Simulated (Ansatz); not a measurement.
A series at Sn: from `C#[C][SnH3]`, ligands are replaced one by one, each step taking up HCl and setting free H₂; n counts the steps. Ansatz, PBE0-D4/def2-TZVP geometries.

| n | molecule | HOMO energy, ωB97M-V/def2-TZVPP (eV) |
| --- | --- | --- |
| 0 | `C#[C][SnH3]` | -10.35 |
| 1 | `C#[C][SnH2][Cl]` | ? |
| 2 | `C#[C][SnH]([Cl])[Cl]` | -11.14 |
| 3 | `C#[C][Sn]([Cl])([Cl])[Cl]` | -11.47 |

Problem. By hand: fit a straight line y = ȳ + b (n − n̄) to the 3 given rows and predict n = 1.

Solution. n̄ = 1.667, ȳ = -10.987; Σ(n − n̄)(y − ȳ) = -1.757, Σ(n − n̄)² = 4.667, so b = -0.376 eV a step. Prediction: -10.987 + (-0.376) × (-0.667) = -10.74 eV.

Problem. By hand: compare with the computed value, -10.69 eV, and give the steps along the whole series.

Solution. The line misses by 0.05 eV (computed minus predicted). Steps: -0.34, -0.45, -0.33 eV.

The steps differ by up to 0.12 eV without a steady trend. The highest orbital can change its character along such a series. The miss is 4.5 % of the series' range.
